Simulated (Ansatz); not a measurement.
CH₇BSi₂ (`[SiH3]C1B[SiH2]1`) from Hartree–Fock to CCSD(T)

```json
{"atom": "Si1", "x (Å)": "0.375", "y (Å)": "-1.439", "z (Å)": "0.293"}
{"atom": "C2", "x (Å)": "0.658", "y (Å)": "0.356", "z (Å)": "-0.156"}
{"atom": "B3", "x (Å)": "0.154", "y (Å)": "1.419", "z (Å)": "0.790"}
{"atom": "Si4", "x (Å)": "-1.080", "y (Å)": "1.006", "z (Å)": "-0.645"}
{"atom": "H5", "x (Å)": "0.328", "y (Å)": "-2.279", "z (Å)": "-0.932"}
{"atom": "H6", "x (Å)": "1.492", "y (Å)": "-1.914", "z (Å)": "1.153"}
{"atom": "H7", "x (Å)": "-0.895", "y (Å)": "-1.598", "z (Å)": "1.047"}
{"atom": "H8", "x (Å)": "1.647", "y (Å)": "0.415", "z (Å)": "-0.616"}
{"atom": "H9", "x (Å)": "0.617", "y (Å)": "2.201", "z (Å)": "1.554"}
{"atom": "H10", "x (Å)": "-2.078", "y (Å)": "-0.087", "z (Å)": "-0.679"}
{"atom": "H11", "x (Å)": "-1.217", "y (Å)": "1.918", "z (Å)": "-1.808"}
```

Charge 0, multiplicity 1. The structure was optimised at the PBE0-D4/def2-TZVP level. Frozen core, restricted reference, the Gaussian-basis code of Ansatz. CBS rows extrapolate triple and quadruple zeta; past MP2 they add the triple-zeta difference.

```tsv
basis	HF (Eh)	MP2 corr.
def2-SVP	-644.18564	-0.42205
def2-TZVPP	-644.46181	-0.51939
def2-QZVPP	-644.48270	-0.55412
```

(1) Estimate the CCSD correlation energy and the (T) correction in each basis where they were run (hartree).

## Answers

(1) 
| basis | CCSD corr. | (T) |
| --- | --- | --- |
| def2-SVP | -0.48229 | -0.01668 |
| def2-TZVPP | -0.57529 | -0.02471 |
| CBS(def2) | -0.63576 | as TZ |
